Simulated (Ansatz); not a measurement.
Computed with Ansatz on PBE0-D4/def2-TZVP structures; ΔE is electronic, products minus reactants. CCSD(T)/CBS is the MP2 limit (def2-TZVPP, def2-QZVPP) plus CCSD(T) − MP2 in def2-TZVPP, frozen cores. This one scheme is used for every species. For Br outer-core shells are correlated without core-valence functions, which leaves a few kJ/mol of doubt a bond. Scalar relativity is left out up to krypton.

Consider the formal exchange of groups at the Al–Br bond: `[Br][Al]1[SiH2][S]1` + BH₃ → `[BH2][Al]1[SiH2][S]1` + HBr.

| species | CCSD(T)/CBS(def2) energy (Eh) |
| --- | --- |
| `[Br][Al]1[SiH2][S]1` | -3503.49136 |
| BH₃ | -26.55200 |
| `[BH2][Al]1[SiH2][S]1` | -956.06081 |
| HBr | -2573.91920 |

(1) Work out ΔE.

Largest T1 diagnostic among the species: 0.016.

Answers

(1) ΔE = (-956.06081) + (-2573.91920) − (-3503.49136) − (-26.55200) = 0.06335 Eh = +39.8 kcal/mol.

From BLYP to BHLYP (50 % exact exchange), in def2-TZVPP and without D4, ΔE moves by +4.9 kcal/mol. At CCSD(T), def2-SVP lies −1.7 kcal/mol from the extrapolated value and def2-TZVPP −0.7 kcal/mol. Leaving LDA and LC-ωPBE aside and taking each functional with its dispersion term where it has one, the values, not all of them listed here, spread over 7.2 kcal/mol, from PBE-D4 to BHLYP-D4. LDA lies −1.6 kcal/mol from PBE without D4.
